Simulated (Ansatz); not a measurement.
ClF$_{2}$H$_{3}$OSi$_{2}$ (`F[SiH](F)O[SiH2]Cl`), 9 atoms. Charge 0, multiplicity 1. All runs use 4 threads of an Intel Xeon Platinum 8175M on a shared host. Correlated methods freeze the cores.

Give the basis size and wall time and peak host memory of each of these runs in Ansatz. RKS ωB97M-V/def2-QZVPP energy; RKS ωB97M-V/def2-TZVPP energy and forces; RHF-CCSD(T)/def2-SVP energy; RKS PBE-D4/def2-TZVPP energy and forces; direct RPA on PBE orbitals/def2-TZVPP energy; RKS PBE0-D4/def2-SVP energy; RKS ωB97M-V/def2-SVP energy; RKS BHLYP-D4/def2-TZVPP energy; RHF-MP2/def2-QZVPP energy; RHF-CCSD(T)/def2-TZVPP energy; RKS PBE0-D4/def2-TZVP frequencies; RKS PBE0-D4/def2-QZVPP energy. (Best estimate.)

Computed: Other jobs shared the machine, so times are rough.

```json
{"level": "RKS PBE0-D4/def2-SVP", "job": "energy", "functions": "111", "wall time": "1.2 s", "peak host memory (GiB)": "0.26"}
{"level": "RKS PBE-D4/def2-TZVPP", "job": "energy and forces", "functions": "261", "wall time": "2.7 s", "peak host memory (GiB)": "0.4"}
{"level": "RKS BHLYP-D4/def2-TZVPP", "job": "energy", "functions": "261", "wall time": "3.9 s", "peak host memory (GiB)": "0.85"}
{"level": "RKS ωB97M-V/def2-SVP", "job": "energy", "functions": "111", "wall time": "4.2 s", "peak host memory (GiB)": "0.38"}
{"level": "direct RPA on PBE orbitals/def2-TZVPP", "job": "energy", "functions": "261", "wall time": "4.7 s", "peak host memory (GiB)": "0.62"}
{"level": "RHF-CCSD(T)/def2-SVP", "job": "energy", "functions": "111", "wall time": "5.5 s", "peak host memory (GiB)": "0.53"}
{"level": "RKS PBE0-D4/def2-QZVPP", "job": "energy", "functions": "471", "wall time": "10 s", "peak host memory (GiB)": "2.1"}
{"level": "RKS ωB97M-V/def2-TZVPP", "job": "energy and forces", "functions": "261", "wall time": "12 s", "peak host memory (GiB)": "1.1"}
{"level": "RKS ωB97M-V/def2-QZVPP", "job": "energy", "functions": "471", "wall time": "20 s", "peak host memory (GiB)": "2.4"}
{"level": "RHF-MP2/def2-QZVPP", "job": "energy", "functions": "471", "wall time": "21 s", "peak host memory (GiB)": "2.7"}
{"level": "RHF-CCSD(T)/def2-TZVPP", "job": "energy", "functions": "261", "wall time": "2.4 min", "peak host memory (GiB)": "6.1"}
{"level": "RKS PBE0-D4/def2-TZVP", "job": "frequencies", "functions": "222", "wall time": "2.5 min", "peak host memory (GiB)": "0.71"}
```
